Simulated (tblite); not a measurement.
A geometry optimisation, step by step.

Species: C4H11BF2N2.
Numbering: `[CH2:1]=[C:2]([B@@H-:3]([NH3+:4])[NH:5][CH3:6])[CH:7]([F:8])[F:9]` (hydrogens: H10, H11 on C1; H12 on B3; H13, H14, H15 on N4; H16 on N5; H17, H18, H19 on C6; H20 on C7)
Bond orders are those of one Lewis drawing.

Computed with GFN2-xTB (tblite), gas phase: L-BFGS steps from a force-field or distance-geometry start until the largest atomic force falls under 0.01 eV/Å. 8 of its 183 geometries are shown.

Step 0: E = -834.6205 eV, largest atomic force 2.030 eV/Å
```
atom  x, y, z in Å  |  force x, y, z in eV/Å
C1     -1.638    0.098    1.411   -0.663  -0.350  -0.777
C2     -1.243   -0.217    0.165    0.244   0.723   1.406
B3      0.245    0.168   -0.308   -0.232  -1.998  -0.272
N4      0.390    1.715   -0.331    0.301   1.946   0.432
N5      1.284   -0.468    0.645   -0.017  -0.337  -0.477
C6      2.623   -0.440    0.052    0.357  -0.197   0.747
C7     -2.172   -0.957   -0.754    0.320  -0.035   0.599
F8     -2.518   -2.169   -0.185   -0.267   0.629  -0.545
F9     -3.309   -0.210   -0.961    0.090  -0.583  -0.034
H10    -0.998    0.626    2.107   -0.143  -0.214  -0.224
H11    -2.647   -0.163    1.752    0.474   0.137   0.050
H12     0.398   -0.238   -1.421    0.150   0.192  -0.479
H13    -0.470    2.152   -0.718    0.750  -0.365   0.338
H14     0.540    2.064    0.646   -0.168  -0.403  -1.007
H15     1.206    1.984   -0.911   -0.622  -0.156   0.499
H16     1.026   -1.472    0.780    0.300   1.190   0.031
H17     2.981    0.610   -0.068   -0.318  -0.705   0.005
H18     3.334   -0.953    0.743   -0.369   0.349  -0.454
H19     2.655   -0.967   -0.917    0.161   0.269   0.059
H20    -1.693   -1.154   -1.729   -0.348  -0.091   0.103
```

Step 26: E = -835.0432 eV, largest atomic force 0.078 eV/Å
```
atom  x, y, z in Å  |  force x, y, z in eV/Å
C1     -1.660    0.070    1.367    0.014  -0.008   0.003
C2     -1.226   -0.266    0.156   -0.019   0.064  -0.040
B3      0.240    0.064   -0.421    0.000  -0.020   0.007
N4      0.382    1.758   -0.301   -0.006  -0.032   0.001
N5      1.318   -0.402    0.494    0.018   0.031   0.011
C6      2.689   -0.467    0.034    0.015  -0.032  -0.010
C7     -2.214   -0.982   -0.730    0.023  -0.012   0.011
F8     -2.657   -2.141   -0.165   -0.033  -0.018   0.002
F9     -3.342   -0.229   -0.933    0.062  -0.015  -0.015
H10    -1.025    0.579    2.072    0.023  -0.008  -0.001
H11    -2.657   -0.164    1.712    0.004  -0.011   0.004
H12     0.376   -0.151   -1.593    0.011   0.038   0.038
H13    -0.436    2.237   -0.656   -0.009   0.002  -0.030
H14     0.510    1.945    0.687   -0.016   0.000   0.031
H15     1.215    2.026   -0.810   -0.008   0.050  -0.014
H16     1.084   -1.208    1.051   -0.012  -0.004   0.021
H17     3.086    0.544   -0.105   -0.058  -0.010  -0.047
H18     3.317   -0.958    0.776    0.004  -0.024   0.045
H19     2.807   -1.006   -0.917   -0.009  -0.005  -0.025
H20    -1.812   -1.238   -1.721   -0.008   0.013   0.008
```

Step 52: E = -835.1057 eV, largest atomic force 0.126 eV/Å
```
atom  x, y, z in Å  |  force x, y, z in eV/Å
C1     -1.551   -0.042    1.388   -0.009  -0.013   0.003
C2     -1.171   -0.278    0.137   -0.014  -0.027   0.045
B3      0.269    0.124   -0.445    0.015   0.041   0.034
N4      0.219    1.916   -0.192    0.042   0.021  -0.008
N5      1.350   -0.342    0.391    0.036  -0.055   0.062
C6      2.683   -0.674   -0.054    0.004  -0.027  -0.018
C7     -2.133   -0.987   -0.774   -0.046   0.002   0.018
F8     -2.860   -1.946   -0.135   -0.008  -0.033  -0.031
F9     -3.066   -0.114   -1.273    0.068   0.028  -0.030
H10    -0.889    0.459    2.077   -0.049  -0.016   0.027
H11    -2.505   -0.348    1.792   -0.001  -0.017  -0.036
H12     0.429    0.052   -1.615   -0.022   0.036  -0.027
H13    -0.607    2.261   -0.664    0.022   0.064  -0.042
H14     0.147    2.088    0.805    0.028  -0.034  -0.061
H15     1.063    2.335   -0.563   -0.066  -0.004   0.004
H16     1.113   -0.757    1.276    0.072  -0.030  -0.032
H17     3.102    0.162   -0.624    0.003  -0.085   0.063
H18     3.320   -0.874    0.809    0.057   0.089  -0.069
H19     2.718   -1.565   -0.703   -0.072   0.069   0.051
H20    -1.637   -1.459   -1.637   -0.057  -0.009   0.047
```

Step 78: E = -835.1755 eV, largest atomic force 0.075 eV/Å
```
atom  x, y, z in Å  |  force x, y, z in eV/Å
C1     -1.575   -0.191    1.475    0.033   0.003  -0.012
C2     -1.139   -0.293    0.226   -0.067   0.011  -0.015
B3      0.272    0.221   -0.367   -0.015  -0.010   0.022
N4      0.155    1.940   -0.180   -0.003   0.023   0.003
N5      1.440   -0.162    0.438   -0.014   0.033  -0.010
C6      2.647   -0.717   -0.127   -0.029  -0.060   0.035
C7     -2.045   -0.942   -0.780   -0.032  -0.013  -0.067
F8     -3.093   -1.619   -0.238   -0.049  -0.026   0.003
F9     -2.619    0.013   -1.581    0.029   0.054  -0.004
H10    -0.987    0.278    2.247    0.060   0.002   0.007
H11    -2.527   -0.590    1.792    0.016   0.021   0.023
H12     0.395    0.106   -1.542    0.018  -0.067   0.000
H13    -0.620    2.279   -0.738    0.017   0.015   0.025
H14     0.002    2.131    0.803    0.000   0.020  -0.014
H15     1.032    2.346   -0.485   -0.031   0.012   0.021
H16     1.244   -0.568    1.340    0.031  -0.006   0.011
H17     2.899   -0.189   -1.046   -0.028   0.008   0.054
H18     3.476   -0.611    0.581   -0.006   0.023  -0.054
H19     2.550   -1.787   -0.371    0.040   0.018  -0.011
H20    -1.514   -1.633   -1.448    0.029  -0.059  -0.016
```

Step 104: E = -835.1954 eV, largest atomic force 0.065 eV/Å
```
atom  x, y, z in Å  |  force x, y, z in eV/Å
C1     -1.524   -0.275    1.492    0.006  -0.040  -0.003
C2     -1.135   -0.321    0.224   -0.021  -0.016   0.024
B3      0.281    0.198   -0.358   -0.056  -0.005  -0.006
N4      0.104    1.931   -0.172   -0.013  -0.019  -0.006
N5      1.455   -0.150    0.441   -0.032   0.001   0.014
C6      2.655   -0.712   -0.124    0.000  -0.013   0.020
C7     -2.070   -0.893   -0.804    0.013   0.006   0.004
F8     -3.267   -1.315   -0.311    0.003   0.019   0.010
F9     -2.389    0.062   -1.733   -0.003   0.010  -0.003
H10    -0.882    0.123    2.263    0.001   0.001  -0.036
H11    -2.478   -0.652    1.826    0.001   0.010   0.016
H12     0.417    0.079   -1.530    0.010  -0.031   0.020
H13    -0.656    2.244   -0.764    0.001   0.001  -0.027
H14    -0.108    2.122    0.800    0.028   0.000   0.005
H15     0.978    2.369   -0.438   -0.002   0.013   0.008
H16     1.300   -0.491    1.377   -0.015  -0.003   0.017
H17     2.796   -0.302   -1.121    0.050  -0.002  -0.042
H18     3.527   -0.458    0.487    0.018   0.030   0.010
H19     2.619   -1.809   -0.209    0.001   0.006  -0.019
H20    -1.627   -1.740   -1.352    0.011   0.032  -0.006
```

Step 130: E = -835.2307 eV, largest atomic force 0.076 eV/Å
```
atom  x, y, z in Å  |  force x, y, z in eV/Å
C1     -1.475   -0.420    1.526   -0.013   0.005   0.023
C2     -1.161   -0.425    0.238   -0.036  -0.002  -0.012
B3      0.276   -0.086   -0.391    0.002   0.032   0.011
N4      0.120    1.793   -0.332    0.002  -0.006  -0.007
N5      1.400   -0.414    0.422    0.015  -0.032   0.024
C6      2.767   -0.524   -0.015    0.039  -0.005   0.019
C7     -2.231   -0.703   -0.776    0.003  -0.027  -0.027
F8     -3.481   -0.866   -0.259    0.041  -0.006   0.005
F9     -2.350    0.353   -1.644   -0.012  -0.020   0.001
H10    -0.735   -0.204    2.278    0.002  -0.030   0.014
H11    -2.469   -0.631    1.890   -0.002  -0.007   0.008
H12     0.402   -0.218   -1.560   -0.001  -0.001   0.004
H13    -0.660    2.050   -0.924   -0.004  -0.023  -0.012
H14    -0.064    2.050    0.628    0.016   0.036   0.004
H15     0.976    2.216   -0.663    0.007   0.012   0.008
H16     1.271   -0.715    1.373    0.014   0.032   0.013
H17     2.865   -0.056   -0.992    0.018  -0.012  -0.022
H18     3.450   -0.022    0.682   -0.028   0.000  -0.039
H19     3.095   -1.569   -0.106   -0.015   0.012   0.020
H20    -2.002   -1.597   -1.379   -0.049   0.045  -0.036
```

Step 156: E = -835.2589 eV, largest atomic force 0.067 eV/Å
```
atom  x, y, z in Å  |  force x, y, z in eV/Å
C1     -1.485   -0.633    1.539    0.002  -0.022   0.000
C2     -1.163   -0.448    0.266   -0.064  -0.021  -0.002
B3      0.285   -0.144   -0.351    0.005   0.003   0.009
N4      0.129    1.778   -0.408    0.002   0.000   0.021
N5      1.416   -0.434    0.455    0.002   0.045   0.035
C6      2.781   -0.500    0.003    0.038  -0.021  -0.027
C7     -2.256   -0.551   -0.762   -0.028  -0.043  -0.013
F8     -3.513   -0.630   -0.241    0.024  -0.003  -0.013
F9     -2.293    0.556   -1.571   -0.001   0.004   0.010
H10    -0.745   -0.588    2.320    0.020   0.001  -0.010
H11    -2.493   -0.855    1.861    0.040   0.026   0.013
H12     0.415   -0.346   -1.506   -0.006   0.033  -0.037
H13    -0.649    1.971   -1.024   -0.009   0.005  -0.056
H14    -0.079    2.114    0.522    0.017   0.004   0.046
H15     0.977    2.204   -0.757    0.000  -0.033  -0.013
H16     1.342   -0.499    1.457   -0.023  -0.011  -0.010
H17     2.807   -0.366   -1.078   -0.010  -0.006   0.045
H18     3.405    0.279    0.463   -0.011  -0.023  -0.022
H19     3.232   -1.473    0.235    0.008   0.030   0.024
H20    -2.120   -1.422   -1.424   -0.006   0.033  -0.001
```

Step 182: E = -835.2689 eV, largest atomic force 0.009 eV/Å
```
atom  x, y, z in Å  |  force x, y, z in eV/Å
C1     -1.458   -0.730    1.521   -0.001   0.006   0.004
C2     -1.173   -0.458    0.255    0.007  -0.003  -0.004
B3      0.276   -0.133   -0.361    0.000  -0.004  -0.003
N4      0.148    1.750   -0.456   -0.001   0.002   0.003
N5      1.400   -0.414    0.469   -0.003   0.002  -0.008
C6      2.773   -0.479    0.043   -0.001   0.006   0.003
C7     -2.291   -0.488   -0.751   -0.001   0.002  -0.002
F8     -3.528   -0.660   -0.213    0.003   0.000  -0.005
F9     -2.378    0.699   -1.438    0.000  -0.003   0.001
H10    -0.689   -0.744    2.275   -0.004   0.001   0.002
H11    -2.455   -0.962    1.864    0.004  -0.003   0.005
H12     0.413   -0.368   -1.512    0.006   0.000   0.006
H13    -0.625    1.970   -1.071    0.004   0.001   0.001
H14    -0.025    2.115    0.471    0.002   0.000   0.001
H15     1.015    2.115   -0.826   -0.005  -0.001  -0.002
H16     1.308   -0.425    1.471    0.001  -0.003   0.000
H17     2.805   -0.542   -1.042    0.001  -0.003   0.000
H18     3.352    0.404    0.353   -0.008   0.000  -0.002
H19     3.273   -1.363    0.454    0.000  -0.004   0.000
H20    -2.147   -1.276   -1.507   -0.004   0.003   0.000
```

Q: Summarise the path.

A: The energy falls by 62.56 kJ/mol from step 0 to step 182; nine tenths of that is first reached at step 116. It never rises by more than 0.2 meV. The largest force goes from 2.030 to 0.009 eV/Å. Among the bonds B3–N4 changes most, from 1.554 to 1.890 Å; the atoms move by 0.960 Å rms after alignment.

The cost below is that of the whole relaxation. On Arm Neoverse V2, one thread, shared host, this took 1.1 s of wall time.
